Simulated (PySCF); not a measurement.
Compound: C4H11NSi.
Atom-mapped SMILES: `[CH3:1][NH:2][C@@H:3]1[CH2:4][CH2:5][SiH2:6]1` (hydrogens: H7, H8, H9 on C1; H10 on N2; H11 on C3; H12, H13 on C4; H14, H15 on C5; H16, H17 on Si6)

The same species was optimised twice, with GFN2-xTB and with PBE0-D3(BJ)/def2-SVP (PySCF), and the same property calculations (PySCF, gas phase) were run on both structures.

```tsv
coordinate	GFN2-xTB	PBE0-D3(BJ)/def2-SVP	change
C5–Si6 (Å)	1.910	1.894	-0.016
C3–Si6 (Å)	1.926	1.915	-0.011
C4–C5 (Å)	1.541	1.550	+0.009
C3–C4 (Å)	1.541	1.549	+0.008
N2–C3 (Å)	1.453	1.448	-0.005
C1–N2 (Å)	1.444	1.440	-0.004
C4–C3–Si6 (°)	90.7	85.5	-5.2
C4–C5–Si6 (°)	91.3	86.1	-5.2
N2–C3–Si6 (°)	111.0	107.4	-3.6
C3–Si6–C5 (°)	76.3	78.2	+1.9
C1–N2–C3 (°)	112.7	114.5	+1.8
N2–C3–C4 (°)	111.4	109.8	-1.6
C3–C4–C5 (°)	100.5	101.6	+1.1
C1–N2–C3–C4 (°)	-177	178	-5
```

Rotational constants: A = 4772, B = 2142, C = 1668 MHz (GFN2-xTB) against A = 4709, B = 2187, C = 1772 MHz (PBE0-D3(BJ)/def2-SVP). Point groups within 0.08 Å: C1 and C1.

On the GFN2-xTB structure: lowest singlet, TDDFT (eV) 5.77 [wB97X-D/def2-SVPD]; lowest triplet, Tamm–Dancoff (eV) 5.51 [wB97X-D/def2-SVPD]; isotropic polarisability (au) 81.6 [wB97X-D/def2-SVPD]; HOMO (eV) -8.07 [wB97X-D/def2-SVPD]; LUMO (eV) 1.94 [wB97X-D/def2-SVPD]; dipole (D) 0.96 [wB97X-D/def2-SVPD]; HOMO (eV) -6.13 [PBE0/pcSseg-1]; LUMO (eV) 0.43 [PBE0/pcSseg-1]; dipole (D) 0.93 [PBE0/pcSseg-1]; GIAO shielding of C1 (ppm) 147.8 [PBE0/pcSseg-1]; GIAO shielding of N2 (ppm) 210.8 [PBE0/pcSseg-1]; GIAO shielding of C3 (ppm) 129.8 [PBE0/pcSseg-1]; GIAO shielding of C4 (ppm) 155.4 [PBE0/pcSseg-1]; GIAO shielding of C5 (ppm) 180.4 [PBE0/pcSseg-1]; GIAO shielding of Si6 (ppm) 385.6 [PBE0/pcSseg-1].

Q: What do these properties become on the PBE0-D3(BJ)/def2-SVP structure?

A: 
| property | level | on GFN2-xTB | on PBE0-D3(BJ)/def2-SVP | change |
| --- | --- | --- | --- | --- |
| lowest singlet, TDDFT (eV) | wB97X-D/def2-SVPD | 5.77 | 6.04 | +0.27 |
| lowest triplet, Tamm–Dancoff (eV) | wB97X-D/def2-SVPD | 5.51 | 5.84 | +0.33 |
| isotropic polarisability (au) | wB97X-D/def2-SVPD | 81.6 | 82.9 | +1.3 |
| HOMO (eV) | wB97X-D/def2-SVPD | -8.07 | -8.19 | -0.12 |
| LUMO (eV) | wB97X-D/def2-SVPD | 1.94 | 2.10 | +0.16 |
| dipole (D) | wB97X-D/def2-SVPD | 0.96 | 1.10 | +0.14 |
| energy, GFN2-xTB geometry as zero (kcal/mol) | wB97X-D/def2-SVPD | 0.0 | -2.8 | -2.8 |
| HOMO (eV) | PBE0/pcSseg-1 | -6.13 | -6.27 | -0.14 |
| LUMO (eV) | PBE0/pcSseg-1 | 0.43 | 0.63 | +0.20 |
| dipole (D) | PBE0/pcSseg-1 | 0.93 | 1.09 | +0.16 |
| energy, GFN2-xTB geometry as zero (kcal/mol) | PBE0/pcSseg-1 | 0.0 | -3.0 | -3.0 |
| GIAO shielding of C1 (ppm) | PBE0/pcSseg-1 | 147.8 | 146.6 | -1.2 |
| GIAO shielding of N2 (ppm) | PBE0/pcSseg-1 | 210.8 | 216.4 | +5.6 |
| GIAO shielding of C3 (ppm) | PBE0/pcSseg-1 | 129.8 | 130.9 | +1.1 |
| GIAO shielding of C4 (ppm) | PBE0/pcSseg-1 | 155.4 | 151.4 | -4.0 |
| GIAO shielding of C5 (ppm) | PBE0/pcSseg-1 | 180.4 | 175.0 | -5.4 |
| GIAO shielding of Si6 (ppm) | PBE0/pcSseg-1 | 385.6 | 386.3 | +0.7 |

The heavy atoms differ by 0.153 Å rms after alignment. Among bonds between heavy atoms C5–Si6 changes most (-0.016 Å). Changes are differences of the printed values. Neither structure is proved a minimum here.

Conformer computed: `[CH3:1][NH:2][C@@H:3]1[CH2:4][CH2:5][SiH2:6]1`: C1–N2–C3–C4 178°.

wB97X-D is run here without its empirical dispersion term; that term would change no orbital, density or response property at a fixed geometry.
